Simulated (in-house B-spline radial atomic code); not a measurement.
Ionisation energies along the 7-electron series, configuration 1s2 2s2 2p1/2(2) 2p3/2(1), as differences of self-consistent energies. Dirac energy differences include first-order Breit, QED and recoil terms. NIST's values go from ground level to ground level; the uncertainty of those that are theory runs from under 0.1 % in few-electron ions to several per cent in heavy many-electron ones. Computed with an all-electron radial atomic-structure program (B-spline basis): Dirac-Hartree-Fock, jj configuration that fills j = l - 1/2 first, finite nuclei.

A number in brackets counts the electrons of a j subshell.

| ion | configuration after | ionisation energy (eV) | IE/(q+1)² (eV) | -ε less Coulomb ΔSCF (eV) | Breit and QED recoil part (eV) | tabulated value (eV) | tabulated kind | computed minus tabulated (eV) |
| --- | --- | --- | --- | --- | --- | --- | --- | --- |
| N | [He] 2s2 2p1/2(2) | 12.6 | 12.613 | 0.76188 | 0.0018254 | 14.53413 | measured | -1.9 |
| O+ | [He] 2s2 2p1/2(2) | 32.7 | 8.1814 | 0.52706 | 0.0012965 | 35.12112 | measured | -2.4 |
| F2+ | [He] 2s2 2p1/2(2) | 59.9 | 6.6517 | 0.32231 | -0.00022603 | 62.70798 | semi-empirical | -2.8 |
| Ne3+ | [He] 2s2 2p1/2(2) | 93.9 | 5.8707 | 0.14709 | -0.0030573 | 97.19 | semi-empirical | -3.3 |
| Mg5+ | [He] 2s2 2p1/2(2) | ? | ? | ? | ? | ? | semi-empirical | ? |
| Al6+ | [He] 2s2 2p1/2(2) | ? | ? | ? | ? | ? | semi-empirical | ? |
| Si7+ | [He] 2s2 2p1/2(2) | 298.8 | 4.6685 | - | -0.032829 | 303.59 | semi-empirical | -4.8 |
| P8+ | [He] 2s2 2p1/2(2) | 367.1 | 4.5318 | - | -0.046289 | 372.31 | semi-empirical | -5.2 |
| S9+ | [He] 2s2 2p1/2(2) | 442.2 | 4.4218 | 0.18752 | -0.0629 | 447.7 | semi-empirical | -5.5 |

Question: Fill in the row of Mg5+.

Answer: ionisation energy (eV): 182.7; IE/(q+1)² (eV): 5.0744; Breit and QED recoil part (eV): -0.013663; tabulated value (eV): 186.76; computed minus tabulated (eV): -4.1.

Question: Fill in the row of Al6+.

Answer: ionisation energy (eV): 237.3; IE/(q+1)² (eV): 4.8432; Breit and QED recoil part (eV): -0.021978; tabulated value (eV): 241.76; computed minus tabulated (eV): -4.4.

Question: How far is this level of theory from the measured and semi-empirical values?

Answer: Over those 9 rows the differences run from -5.52 to -1.92 eV (mean absolute value 3.8 eV). The calculation leaves out correlation and, in open shells, the multiplet splittings that an average leaves out.
